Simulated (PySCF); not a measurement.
## ECD: SMILES [C@@H]1(F)CO[CH2][Ge@H]1[F], C3H6F2GeO

Geometry (Å), atoms numbered from 1 in this order:
```xyz
13

F     1.779    0.674   -1.360
C     1.106    0.614   -0.151
C     1.015   -0.827    0.343
O    -0.079   -1.505   -0.240
C    -1.294   -0.848   -0.008
Ge   -0.837    1.076   -0.423
F    -1.274    2.076    0.972
H     1.662    1.245    0.544
H     0.909   -0.816    1.438
H     1.902   -1.397    0.062
H    -1.603   -0.928    1.045
H    -2.042   -1.309   -0.647
H    -1.248    1.947   -1.593
```

Computed with TDDFT CAM-B3LYP/def2-SVPD circular dichroism and optical rotation, one conformer, gas phase (PySCF 2.14.0). Geometry: GFN2-xTB.

The calculation is non-relativistic, which matters for the atoms heavier than Zn.

Problem. What are the CIP labels of the stereocentres?

Solution. C2 S, Ge6 R.

Problem. List the lowest 8 singlet excitations with oscillator and rotatory strengths.

Solution. Rotatory strengths R in 10⁻⁴⁰ esu² cm², velocity form and length form (origin at the centre of mass); f in length form.
| state | E (eV) | λ (nm) | f | R (velocity) | R (length) | main |
| --- | --- | --- | --- | --- | --- | --- |
| 1 | 5.97 | 208 | 0.008 | -9.4 | -8.9 | HOMO→LUMO 0.94 |
| 2 | 6.91 | 179 | 0.092 | +51.5 | +50.5 | HOMO→LUMO+1 0.93 |
| 3 | 7.16 | 173 | 0.005 | -4.2 | -4.3 | HOMO−1→LUMO 0.38, HOMO→LUMO+2 0.27 |
| 4 | 7.28 | 170 | 0.012 | +26.4 | +25.1 | HOMO−1→LUMO 0.49, HOMO→LUMO+3 0.20 |
| 5 | 7.51 | 165 | 0.027 | -23.8 | -24.4 | HOMO→LUMO+3 0.57, HOMO→LUMO+2 0.30 |
| 6 | 7.88 | 157 | 0.014 | -2.9 | -2.6 | HOMO→LUMO+4 0.46, HOMO→LUMO+2 0.14 |
| 7 | 7.98 | 155 | 0.002 | -18.5 | -18.4 | HOMO−2→LUMO 0.74 |
| 8 | 8.10 | 153 | 0.032 | +35.7 | +35.3 | HOMO−1→LUMO+1 0.66, HOMO→LUMO+5 0.11 |

Among the states computed, the strongest CD band (largest |R|) is state 2. The largest dissymmetry factor in size, g = 4R/(D+G), with D and G the electric and magnetic dipole strengths, is -0.1 for state 7 (velocity form, f = 0.002), among bands with |R| over 0.5. The mirror image has the same energies and oscillator strengths and all R with the opposite sign.
